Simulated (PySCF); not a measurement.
## Electron correlation in O⁺ (oxygen, charge +1)

[He] 2s2 2p3, high-spin 4S determinant. Calculation: PySCF 2.14, in cc-pVTZ-DK (4s3p2d1f, 30 functions); the spin-free X2C one-electron Hamiltonian (Gaussian nucleus). Frozen: 1s2; 5 electrons correlated.

MP2 pair energies summed by pair of shells (mhartree):

```
 pair  energy  share (%)
2s-2p  -64.15       65.7
2p-2p  -23.48       24.0
2s-2s  -10.06       10.3
```

Total MP2 correlation energy: -97.69 mhartree.

Same-spin part -29.17 and opposite-spin part -68.52 mhartree; SCS-MP2 scales them by 1/3 and 6/5 to -91.95 mhartree.

```csv
level,correlation energy (mhartree)
CCSD,-112.75
(T),-1.60
CCSD(T),-114.35
```

Diagnostics: T1 = 0.0040, D1 = 0.0090, largest double amplitude 0.036.

Question: Is a single reference adequate?

Answer: Yes: T1 lies below 0.03 and no double amplitude reaches 0.07.
